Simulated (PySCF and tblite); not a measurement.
CF3(CH2)2OH, C3H5F3O, numbered as in [OH:1][CH2:2][CH2:3][C:4]([F:5])([F:6])[F:7].

The ensemble was built from 90 distance-geometry starts (ETKDG and KDG, MMFF94s, GFN2-xTB) and rests on GFN2-xTB geometries. Free energies are r2SCAN-D3(BJ)/def2-TZVP (IEF-PCM, acetonitrile) single points with GFN2-xTB rigid-rotor and vibrational terms (modes under about 100 cm⁻¹ blended into free rotors). Symmetry numbers and mirror images are counted. Conformers within 3 kcal/mol (GFN2-xTB free energy) were kept, 10 at most. Couplings: B3LYP/6-31G* with pcJ-1 on H, F (gas phase; spin-dipole term only for pairs with B, N, F, Si or P). Couplings are for ¹⁹F, ¹H; a prime marks the second kind of pair between the same two sets of atoms. H–H couplings come out 0.1 to 0.9 Hz lower than with pcJ-1 on all atoms. Codes: tblite and PySCF.

Torsions listed: H1–O1–C2–C3, O1–C2–C3–C4. Of a mirror pair one member is shown.

| conformer | shape | weight % |
| --- | --- | --- |
| 1 | 66°, 178° | 27.8 |
| 2 | 171°, -76° | 19.3 |
| 3 | -66°, 79° | 19.2 |
| 4 | 59°, 61° | 19.0 |
| 5 | 180°, 180° | 14.7 |

Give the couplings in each conformer and the averages at 298.15 K (pairs that fast motion interchanges averaged).


```json
{"coupling": "³J(H3,F5)", "pairs": "6", "1": "8.6", "2": "8.6", "3": "9.9", "4": "8.4", "5": "8.8", "average (Hz)": "8.8"}
{"coupling": "³J(H1,H2)", "pairs": "2", "1": "9.7", "2": "1.3", "3": "9.6", "4": "9.0", "5": "1.4", "average (Hz)": "6.7"}
{"coupling": "²J(H2,H2)", "pairs": "1", "1": "-12.0", "2": "-9.1", "3": "-13.3", "4": "-12.7", "5": "-7.2", "average (Hz)": "-11.1"}
{"coupling": "³J(H2,H3)", "pairs": "2", "1": "12.1", "2": "1.3", "3": "1.2", "4": "3.0", "5": "12.3", "average (Hz)": "6.2"}
{"coupling": "³J(H2,H3′)", "pairs": "2", "1": "4.7", "2": "8.0", "3": "7.8", "4": "7.5", "5": "4.9", "average (Hz)": "6.5"}
{"coupling": "²J(H3,H3)", "pairs": "1", "1": "-13.9", "2": "-15.1", "3": "-15.6", "4": "-15.3", "5": "-14.6", "average (Hz)": "-14.8"}
```

Computed couplings to fluorine can be off by tens of per cent at such levels.

F–F couplings are left out: such levels miss them by tens of Hz and can give the wrong sign.
